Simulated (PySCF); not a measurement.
From a raw peak list to a structure

Formula C$_{6}$H$_{6}$O$_{3}$. The spectrum was simulated from the full spin Hamiltonian at 300 MHz with 0.8 Hz Lorentzian lines, from shifts rounded to 0.01 ppm and J to 0.1 Hz, couplings under 1 Hz left out.

Maxima in ppm (height), grouped by integral:
1H: 6.804 (17), 6.796 (17)
1H: 6.567 (16), 6.554 (18)
1H: 6.291 (9), 6.282 (10), 6.278 (9), 6.269 (8)
3H: 2.130 (100)

¹³C{¹H} NMR (computed): δ 155.4 (C), 149.3 (C), 125.7 (CH), 107.8 (CH), 88.6 (CH), 20.8 (CH3).

Theory: J: B3LYP/pcJ-1 (without the spin–dipole term), KT2/pcSseg-1 with gauge-including orbitals, PBE0-D3(BJ)/def2-SVP geometry, in PySCF (one conformer, in vacuum, rapidly exchanging positions averaged, non-relativistic Hamiltonian).

Scale: ¹H (σ = 31.18 ppm) and ¹³C (σ = 183.22 ppm) against TMS (reference shieldings calculated alike).

Problem. Analyse the multiplets.

Solution. ¹H NMR (300 MHz, computed): δ 6.80 (d, J = 2.6 Hz, 1H), 6.56 (d, J = 3.9 Hz, 1H), 6.28 (dd, J = 3.9, 2.6 Hz, 1H), 2.13 (s, 3H). These are first-order names from the parameters used; overlap and second-order distortion can hide them in the list.

Problem. What is the compound?

Solution. `CC(=O)Oc1ccco1`.

Atom-mapped SMILES (the numbers label the heavy atoms): `[CH3:1][C:2](=[O:3])[O:4][c:5]1[cH:6][cH:7][cH:8][o:9]1` (H(Xn): hydrogen on atom n).

- δ 6.80: H(C8), hydrogen on an aromatic CH next to the ring oxygen, coupled to H(C7) (2.6 Hz).
- δ 6.56: H(C6), hydrogen on an aromatic CH, coupled to H(C7) (3.9 Hz).
- δ 6.28: H(C7), hydrogen on an aromatic CH, coupled to H(C6) (3.9 Hz), H(C8) (2.6 Hz).
- δ 2.13: H(C1), hydrogen on a methyl carbon α to a carbonyl.

This is the structure that produced the data.

Splittings below 1 Hz are ignored in the labels, and close J values are merged. Unscaled 3J(H,H) at this level run about 10 % above measured values. Shifts are as computed. Against solution values, carbons near 30 ppm lie about +2 ppm off and those near 130 ppm about -5 ppm. Of 1211 compounds with measured shifts, 218 miss one by over three times the rms of a fit or turn the order of signals round; such compounds aren't used in these exercises.
